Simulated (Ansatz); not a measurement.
Start from `C[NH][AlH][O][SiH3]` and change one atom or group to get `[SiH3][O][AlH][O][SiH3]`.

Ansatz, PBE0-D4/def2-TZVP geometries, multiplicity 1. Each molecule was computed in one conformer, which needn't be the lowest.

| property | `C[NH][AlH][O][SiH3]` |
| --- | --- |
| HOMO energy (PBE0/def2-TZVPP) / eV | -6.88 |
| size of the dipole moment (PBE/def2-TZVPP) / D | 1.64 |
| HOMO–LUMO gap (PBE/def2-TZVPP) / eV | 4.72 |
| HOMO–LUMO gap (ωB97M-V/def2-TZVPP) / eV | 10.69 |
| LUMO energy (PBE/def2-TZVPP) / eV | -0.86 |
| LUMO energy (ωB97M-V/def2-TZVPP) / eV | 1.46 |

(1) What does the change do to each property? (Best estimate.)

Results:

(1) The calculation gave: 
```tsv
property	`[SiH3][O][AlH][O][SiH3]`	shift
HOMO energy (PBE0/def2-TZVPP) / eV	-8.69	-1.81
size of the dipole moment (PBE/def2-TZVPP) / D	0.26	-1.38
HOMO–LUMO gap (PBE/def2-TZVPP) / eV	5.93	1.21
HOMO–LUMO gap (ωB97M-V/def2-TZVPP) / eV	12.02	1.33
LUMO energy (PBE/def2-TZVPP) / eV	-1.32	-0.46
LUMO energy (ωB97M-V/def2-TZVPP) / eV	1.02	-0.44
```

With PBE0 the HOMO falls by 1.81 eV and the LUMO falls by 0.43 eV, so the gap widens by about 1.38 eV. PBE moves the HOMO by -1.66 eV and ωB97M-V by -1.77 eV. Dipoles are sizes alone; their direction can turn.
